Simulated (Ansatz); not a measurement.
`[OH][GeH2][NH][SiH](O)O` + H–F → `[OH][GeH2][F]` + `N[SiH](O)O`  (ligand exchange at a Ge–N bond)

Calculated with Ansatz (gas phase, PBE0-D4/def2-TZVP geometries, no zero-point term in ΔE). CCSD(T)/CBS is the MP2 limit (def2-TZVPP, def2-QZVPP) plus CCSD(T) − MP2 in def2-TZVPP, frozen cores. This one scheme is used for every species. Functionals use def2-TZVPP. B3LYP here is the variant with VWN-RPA as its local correlation; programs differ in this. For Ge outer-core shells are correlated without core-valence functions, which leaves a few kJ/mol of doubt a bond. Scalar relativity is left out up to krypton. Each species was taken in one conformer, which may not be the lowest.

`[OH][GeH2][NH][SiH](O)O`:

```xyz
13

O     1.683    0.005    1.441
Ge   -0.082   -0.053    1.784
N    -0.944   -0.418    0.217
Si   -0.539    0.354   -1.259
O    -0.252   -0.867   -2.322
O     0.723    1.348   -0.965
H     2.055   -0.867    1.284
H    -0.401   -1.172    2.789
H    -0.364    1.362    2.290
H    -1.435   -1.298    0.176
H    -1.590    1.228   -1.825
H    -0.254   -0.638   -3.253
H     1.398    1.016   -0.357
```

H–F:

Cartesian coordinates in Å:
```
F 0.305 -0.333 0.087
H -0.305 0.333 -0.087
```

`[OH][GeH2][F]`:

```xyz
6

O    -1.080   -0.652    0.553
Ge    0.301    0.312    0.039
F     1.497   -0.778   -0.596
H    -1.544   -1.076   -0.173
H    -0.048    1.246   -1.127
H     0.873    0.948    1.303
```

`N[SiH](O)O`:

```xyz
9

N    -0.486   -1.160   -0.012
Si    0.087    0.412   -0.387
O     1.697    0.424   -0.078
O    -0.819    1.473    0.473
H    -1.478   -1.342   -0.012
H     0.023   -1.967   -0.337
H    -0.022    0.882   -1.780
H     1.987    0.021    0.742
H    -0.989    1.257    1.392
```

```
             level  ΔE (kJ/mol)  difference from CCSD(T)/CBS
            PBE-D4        -35.8                         -6.8
         r2SCAN-D4        -41.4                        -12.4
           PBE0-D4        -33.4                         -4.4
          B3LYP-D4        -39.2                        -10.2
           ωB97X-V        -41.2                        -12.2
           ωB97M-V        -38.2                         -9.2
            B2PLYP        -45.4                        -16.4
               PBE        -45.5                        -16.5
            r2SCAN        -44.2                        -15.2
              PBE0        -42.1                        -13.1
             B3LYP        -54.6                        -25.6
     HF/def2-TZVPP        -61.7                        -32.7
    MP2/def2-TZVPP        -27.5                          1.5
SCS-MP2/def2-TZVPP        -36.0                         -7.0
   CCSD/def2-TZVPP        -34.3                         -5.3
CCSD(T)/def2-TZVPP        -30.1                         -1.1
     HF/def2-QZVPP        -64.4                        -35.4
    MP2/def2-QZVPP        -27.8                          1.2
SCS-MP2/def2-QZVPP        -36.6                         -7.6
      HF/CBS(def2)        -64.7                        -35.7
     MP2/CBS(def2)        -26.4                          2.6
    CCSD/CBS(def2)        -33.2                         -4.2
       CCSD(T)/CBS        -29.0                            0
```

Largest T1 diagnostic among the species: 0.012.

The D4 term adds +15.4 kJ/mol with B3LYP and +8.6 kJ/mol with PBE0; it sums over pairs of atoms, weighted by their polarisabilities, and B3LYP, whose exchange is more repulsive, gets the larger term. In def2-TZVPP, CCSD(T) changes the Hartree–Fock value by +31.5 kJ/mol (the triples alone add +4.2 kJ/mol) and MP2 by +34.2 kJ/mol.
